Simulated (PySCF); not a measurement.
Continuum solvent and chemical shifts

Numbering as in the mapped SMILES `[SH:1][SiH:2]1[CH2:3][CH2:4][CH2:5]1`; H(Xn) means a hydrogen on atom n. Ha(C3), Ha(C4), Ha(C5) are cis to S1 on the ring; Hb(C3), Hb(C4), Hb(C5) are trans to S1 on the ring.

GIAO PBE0/pcSseg-1 in PySCF 2.14 on one PBE0-D3(BJ)/def2-SVP conformer, non-relativistic, equivalent nuclei averaged. Solvents enter as an IEF-PCM continuum (cyclohexane with ε = 2.0, acetonitrile with ε = 35.7) around the gas-phase geometry. Shifts are referred to CS2, TMS computed in the same medium.

Gas phase, δ in ppm: S1 -206.8, Si2 8.7, C3/C5 21.1, C4 19.3, H(Si2) 5.38, Ha(C4) 2.24, Hb(C4) 1.78, Ha(C3)/Ha(C5) 1.45, Hb(C3)/Hb(C5) 1.34, H(S1) 1.15. Dipole moment 1.36 D.

Task: How does each δ change in the continuum?

Result: 
| atoms | environment | Δδ, cyclohexane | Δδ, acetonitrile |
| --- | --- | --- | --- |
| S1 | sulfur bonded to Si, H | -7.0 | -17.1 |
| Si2 | silicon bonded to 2 C, S, H, in a 4-membered ring | 0.0 | 0.0 |
| C3/C5 | sp3 CH2 bonded to Si | +0.2 | +0.6 |
| C4 | sp3 CH2 in a ring | +0.2 | +0.5 |
| H(Si2) | hydrogen on a silicon bonded to 2 C, S, in a 4-membered ring | -0.01 | 0.00 |
| Ha(C4) | hydrogen on an sp3 CH2 in a ring | +0.01 | 0.00 |
| Hb(C4) | hydrogen on an sp3 CH2 in a ring | +0.04 | +0.11 |
| Ha(C3)/Ha(C5) | hydrogen on an sp3 CH2 bonded to Si | +0.03 | +0.06 |
| Hb(C3)/Hb(C5) | hydrogen on an sp3 CH2 bonded to Si | +0.02 | +0.04 |
| H(S1) | hydrogen on a sulfur bonded to Si | +0.30 | +0.80 |

Changes are relative to the gas phase. The dipole moment becomes 1.53 D in cyclohexane, 1.81 D in acetonitrile.

Task: Which of the listed nuclei move most (in ppm), and what does the model miss?

Result: S1 (sulfur bonded to Si, H, -17.1 ppm) in acetonitrile. A continuum only polarises the solute; specific hydrogen bonds, the anisotropy of aromatic solvents and changes of geometry or conformer are outside it.
